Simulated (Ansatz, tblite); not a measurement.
Cost and result up the ladder for C₉H₂₁NO (relaxed from a model of N-butyl-N-methylpyrrolidinium hydroxide, whose bonding it doesn't keep) (32 atoms). Charge 0, multiplicity 1. Geometry: PBE0-D4/def2-SVP.

```
atom   x (Å)   y (Å)   z (Å)
  C1   0.822  -0.549  -4.073
  C2   0.955  -0.974  -2.620
  C3   0.499   0.088  -1.624
  C4   0.690  -0.410  -0.210
  N5   0.122   0.555   0.822
  C6   0.640   1.942   0.701
  C7   0.448   0.030   2.193
  C8  -0.691   0.494   3.076
  C9  -1.890   0.227   2.172
 C10  -1.396   0.572   0.768
 H11  -0.223  -0.303  -4.323
 H12   1.148  -1.344  -4.762
 H13   1.429   0.345  -4.290
 H14   0.376  -1.894  -2.433
 H15   2.007  -1.237  -2.405
 H16  -0.572   0.295  -1.822
 H17   1.029   1.036  -1.881
 H18   1.770  -0.449   0.031
 H19  -0.225  -1.746   0.266
 H20   1.736   1.906   0.751
 H21   0.247   2.581   1.505
 H22   0.339   2.354  -0.269
 H23   0.422  -1.064   2.087
 H24   1.453   0.367   2.478
 H25  -0.600   1.561   3.342
 H26  -0.727  -0.075   4.016
 H27  -2.116  -0.849   2.186
 H28  -2.790   0.792   2.450
 H29  -1.717   1.566   0.426
 H30  -1.701  -0.186   0.039
 O31  -0.908  -2.370   0.773
 H32  -0.573  -3.261   0.631
```

Ansatz on 4 threads of Arm Neoverse V2 on a shared host; xTB runs through tblite on one thread. Times are rough, summed over both states, and most runs start from the orbitals of an earlier one. PBE0-D4/def2-TZVP serves as the yardstick here, not as an exact answer. The other state is a doublet.

The xTB rows come from tblite.

Raw xTB energies of ions are shifted by several eV.

```
                           level  functions  wall time  vertical IE (eV)  difference from PBE0-D4/def2-TZVP (eV)
                        GFN2-xTB         65    0.027 s             11.05                                    4.73
                        GFN1-xTB         86     0.04 s             12.24                                    5.92
  PBE-D4/def2-TZVP (with forces)        467       36 s              6.35                                    0.02
               PBE0-D4/def2-TZVP        467       68 s              6.32                                    0.00
BHLYP-D4/def2-TZVP (with forces)        467       82 s              6.21                                   -0.11
```
